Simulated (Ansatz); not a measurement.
Cost and result for the atomization energy of CH6GeOSi, SMILES `[SiH3][CH]1[O][GeH2]1` (10 atoms, 10 bonds).

```xyz
10

Si    0.2463    1.4394    0.5758
C    -0.7100   -0.0246   -0.0869
O    -0.7387   -1.1958    0.7609
Ge    0.1933   -1.5601   -0.7636
H    -0.4212    2.0198    1.7721
H     1.6138    0.9969    0.9557
H     0.3358    2.4805   -0.4837
H    -1.6711    0.1891   -0.5634
H    -0.5287   -2.5641   -1.6570
H     1.6806   -1.7812   -0.5098
```

The species carries charge 0 and has multiplicity 1. Correlated methods include outer-core shells of Ge, which these sets cover unevenly. Scalar relativity is left out up to krypton. All single points use the PBE0-D4/def2-TZVP geometry. Program: Ansatz. All runs use 4 threads of an AMD EPYC 7B13 on a shared host. Times are those of one run each, without the atoms' runs, and a repeat can differ threefold. Electronic energies, without spin–orbit coupling; frozen cores. CCSD(T)/CBS adds CCSD(T) − MP2 in def2-TZVPP to the MP2 limit, and its time is that of the two runs behind it. T1 = 0.014. With those shells the extrapolation isn't a true limit. B3LYP takes the VWN-RPA correlation (the form of Gaussian; ORCA's B3LYP/G).

CCSD(T)/CBS is a level of theory with its own doubt, some kJ/mol a heavy atom from the limit and from the frozen cores, so smaller differences don't rank the functionals.

```tsv
level	functions	wall time
PBE-D4/def2-TZVPP (with forces)	236	2 s
PBE0-D4/def2-TZVPP	236	2.9 s
r2SCAN-D4/def2-TZVPP (with forces)	236	3.5 s
B3LYP-D4/def2-TZVPP (with forces)	236	3.9 s
B2PLYP/def2-TZVPP	236	4.4 s
ωB97X-V/def2-TZVPP	236	6 s
ωB97M-V/def2-TZVPP (with forces)	236	9 s
MP2/def2-QZVPP	453	21 s
CCSD(T)/def2-TZVPP	236	100 s
CCSD(T)/CBS(def2)	–	2.1 min
```

Task: What atomization energy does each give, and how far from CCSD(T)/CBS? (Best estimate.)

Result: The calculation gave: 
```
                             level  atomization (kJ/mol)  difference from CCSD(T)/CBS  per bond
   PBE-D4/def2-TZVPP (with forces)                3184.2                         14.5       1.4
                PBE0-D4/def2-TZVPP                3126.1                        -43.6      -4.4
r2SCAN-D4/def2-TZVPP (with forces)                3165.1                         -4.6      -0.5
 B3LYP-D4/def2-TZVPP (with forces)                3135.4                        -34.3      -3.4
                 B2PLYP/def2-TZVPP                3107.9                        -61.8      -6.2
                ωB97X-V/def2-TZVPP                3173.8                          4.1       0.4
  ωB97M-V/def2-TZVPP (with forces)                3146.1                        -23.6      -2.4
                    MP2/def2-QZVPP                3163.0                         -6.7      -0.7
                CCSD(T)/def2-TZVPP                3085.4                        -84.3      -8.4
                 CCSD(T)/CBS(def2)                3169.7                          0.0       0.0
```

From PBE to PBE0 (25 % exact exchange), in def2-TZVPP and without D4, the atomization energy moves by −54.8 kJ/mol: exact exchange takes away binding that semilocal exchange gives to molecules. The D4 term adds +34.1 kJ/mol with B3LYP and +17.7 kJ/mol with PBE0; it sums over pairs of atoms, weighted by their polarisabilities, and B3LYP, whose exchange is more repulsive, gets the larger term. In def2-TZVPP, CCSD(T) changes the Hartree–Fock value by +884.7 kJ/mol (the triples alone add +54.1 kJ/mol) and MP2 by +912.4 kJ/mol; breaking electron pairs costs correlation energy, which Hartree–Fock lacks.
